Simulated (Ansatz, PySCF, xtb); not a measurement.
Torsion O1–C2–C3–O4 in C2H2O2 (SMILES O=CC=O); at each angle all else is relaxed with GFN2-xTB, and the levels are single points there.
Geometry at 180° (charge 0, multiplicity 1):
```xyz
6

O      1.4589    -0.0993    -0.9289
C      0.7551    -0.0616     0.0387
C     -0.7551     0.0616    -0.0387
O     -1.4589     0.0993     0.9289
H      1.1432    -0.1130     1.0714
H     -1.1432     0.1130    -1.0714
```

On the grid 0° to 180°, 80° is the highest and 180° the lowest point at MP2/CBS(cc-pVTZ, cc-pVQZ) + ΔCCSD(T)/cc-pVTZ.

Rows in 3-21G, 6-31G* carry no dispersion term and start afresh at each structure (6-31G* with six Cartesian d functions).

The values were computed with Ansatz (a program for electronic structure) with Gaussian orbitals; PySCF for 3-21G rows, 6-31G* rows; xtb for the GFN methods. Values without a source in brackets are computed.

Question: One of these levels gives 10.14 kcal/mol for the energy at 80° less that at 180°. Which?
(A) HF/3-21G
(B) BLYP/def2-TZVPP
(C) M06-2X/6-31G*
(D) GFN-FF

Answer: A, HF/3-21G. The others give 5.74 (GFN-FF), 6.60 (BLYP/def2-TZVPP), 7.91 (M06-2X/6-31G*)
